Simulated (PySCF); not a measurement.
Energy of Ru²⁺ (ruthenium, charge +2) between two integer charges

The 4d beta orbital of [Kr] 4d6 is emptied in steps (occupation f), with all orbitals relaxed, ending at [Kr] 4d5. Calculation: PySCF 2.14, in aug-cc-pVDZ-PP with ECP28MDF (5s5p4d2f, 54 functions); a scalar-relativistic core potential. The exact energy is a straight line in f; departures are measured from the line between the end points of the same method.

Problem. Among BHandHLYP, wB97X, r2SCAN0, which shows the largest delocalisation error (convex curve), and which is closest to linear?

Solution. Most convex: r2SCAN0 (-0.937 eV at f = 0.5); closest to linear: wB97X (-0.428 eV).

| f | BHandHLYP (eV) | wB97X (eV) | r2SCAN0 (eV) |
| --- | --- | --- | --- |
| 1 | 0.000 | 0.000 | 0.000 |
| 0.75 | -0.470 | -0.319 | -0.711 |
| 0.5 | -0.634 | -0.428 | -0.937 |
| 0.25 | -0.483 | -0.319 | -0.690 |
| 0 | 0.000 | 0.000 | 0.000 |

| method | E(f=0) − E(f=1) (eV) | −ε at f=1 (eV) | −ε at f=0.5 (eV) |
| --- | --- | --- | --- |
| BHandHLYP | 28.162 | 25.686 | 28.128 |
| wB97X | 28.365 | 26.679 | 28.362 |
| r2SCAN0 | 27.915 | 24.093 | 27.970 |

Reference removal energy between the ground levels: 28.47 eV (semi-empirical (NIST evaluation); NIST Atomic Spectra Database, ionization energies). The calculation has no spin-orbit coupling. The determinant left behind need not be the lowest term of the ion.
